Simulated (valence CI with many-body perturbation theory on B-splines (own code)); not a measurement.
# Level structure of Mo XXXVIII

Calculated by valence CI with perturbative core correlation (CI+MBPT): three valence electrons over a frozen Dirac-Fock core [He], radial functions for each j: 11 s, 11 p, 10 d, 8 f, 5 g, 2 h, with the one-electron correlation potential Σ1 (screened to all orders), the two-electron term Σ2, the three-electron term Σ3, Breit, model QED; selected single and double excitations, second order for the rest, scaled by the run's own slope (own B-spline code, finite nucleus).

The last digits are not significant, and no measured levels were compared; by estimate large intervals hold to a few tenths of a per cent, small ones and those within an open d or f shell to about a per cent.

Levels 181 to 210 of 210, with energies above the lowest level, (2s^2 2p1/2) J=1/2. "Leading %" is the weight of the configuration and term that name the level; weights of strongly mixed levels are sums over their largest components and can fall short, so below about 35 % the name and the second component can differ from the true leading terms, or belong to a minority configuration. In the jj column 3d3/2^4 stands for four electrons in 3d with j = 3/2.

```csv
No.,Configuration,Term,J,E (× 10³ cm⁻¹),Leading %,g,Second component,Leading jj
181,2s2p4f,⁴F,5/2,34310,47,1.069,25 % 2s2p4f ⁴D,2s 2p3/2 4f5/2 (100 %)
182,2s2p4d,²P°,1/2,34311,76,0.702,10 % 2s2p4d ⁴D°,2s 2p3/2 4d5/2 (90 %)
183,2s2p4f,⁴G,9/2,34313,54,1.211,33 % 2s2p4f ⁴F,2s 2p3/2 4f5/2 (70 %)
184,2s2p4f,⁴D,3/2,34317,63,0.936,28 % 2s2p4f ⁴F,2s 2p3/2 4f5/2 (100 %)
185,2s2p4f,⁴D,1/2,34324,100,0.008,,2s 2p3/2 4f5/2 (100 %)
186,2s2p4f,²F,7/2,34326,40,1.195,25 % 2s2p4f ⁴D,2s 2p3/2 4f7/2 (99 %)
187,2s2p4f,⁴G,11/2,34327,100,1.267,,2s 2p3/2 4f7/2 (100 %)
188,2s2p4f,²G,9/2,34327,71,1.170,29 % 2s2p4f ⁴F,2s 2p3/2 4f7/2 (70 %)
189,2s2p4f,²F,5/2,34335,34,1.127,34 % 2s2p4f ⁴D,2s 2p3/2 4f7/2 (100 %)
190,2s2p4f,²D,3/2,34346,75,0.869,20 % 2s2p4f ⁴D,2s 2p3/2 4f7/2 (99 %)
191,2p²4d,⁴F,3/2,34372,36,0.792,22 % 2p²4d ²D,2p1/2^2 4d3/2 (94 %)
192,2s2p4p,²P,1/2,34413,61,1.127,27 % 2s2p4p ²S,2s 2p3/2 4p1/2 (95 %)
193,2s2p4p,²D,3/2,34416,68,0.941,19 % 2s2p4p ²P,2s 2p3/2 4p1/2 (93 %)
194,2p²4d,²D,5/2,34427,27,1.201,21 % 2p²4d ⁴D,2p1/2^2 4d5/2 (96 %)
195,2p²4f,²F°,5/2,34465,34,0.853,33 % 2p²4f ⁴G°,2p1/2^2 4f5/2 (97 %)
196,2p²4f,²F°,7/2,34483,29,1.141,19 % 2p²4f ²G°,2p1/2^2 4f7/2 (97 %)
197,2s2p4p,²D,5/2,34516,85,1.230,9 % 2s2p4p ⁴D,2s 2p3/2 4p3/2 (95 %)
198,2s2p4p,²P,3/2,34534,68,1.245,23 % 2s2p4p ²D,2s 2p3/2 4p3/2 (96 %)
199,2s2p4p,²S,1/2,34541,64,1.639,28 % 2s2p4p ²P,2s 2p3/2 4p3/2 (95 %)
200,2s2p4d,²D°,3/2,34629,81,0.837,8 % 2s2p4d ²P°,2s 2p3/2 4d3/2 (92 %)
201,2s2p4d,²F°,5/2,34632,76,0.922,14 % 2s2p4d ²D°,2s 2p3/2 4d3/2 (95 %)
202,2s2p4d,²P°,1/2,34649,87,0.619,11 % 2s2p4d ⁴D°,2s 2p3/2 4d3/2 (96 %)
203,2s2p4d,²F°,7/2,34652,86,1.163,8 % 2s2p4d ⁴F°,2s 2p3/2 4d5/2 (96 %)
204,2s2p4d,²D°,5/2,34669,74,1.161,18 % 2s2p4d ²F°,2s 2p3/2 4d5/2 (96 %)
205,2s2p4d,²P°,3/2,34681,84,1.299,6 % 2s2p4d ²D°,2s 2p3/2 4d5/2 (92 %)
206,2s2p4f,²F,5/2,34711,83,0.866,8 % 2s2p4f ⁴G,2s 2p3/2 4f5/2 (94 %)
207,2s2p4f,²G,7/2,34722,66,0.961,22 % 2s2p4f ²F,2s 2p3/2 4f5/2 (88 %)
208,2s2p4f,²F,7/2,34729,65,1.091,27 % 2s2p4f ²G,2s 2p3/2 4f7/2 (88 %)
209,2s2p4f,²D,3/2,34732,87,0.771,10 % 2s2p4f ⁴F,2s 2p3/2 4f5/2 (96 %)
210,2s2p4f,²G,9/2,34738,87,1.125,8 % 2s2p4f ⁴G,2s 2p3/2 4f7/2 (96 %)
```

Where two levels of one J and parity lie close, their mixing, g and order are uncertain.
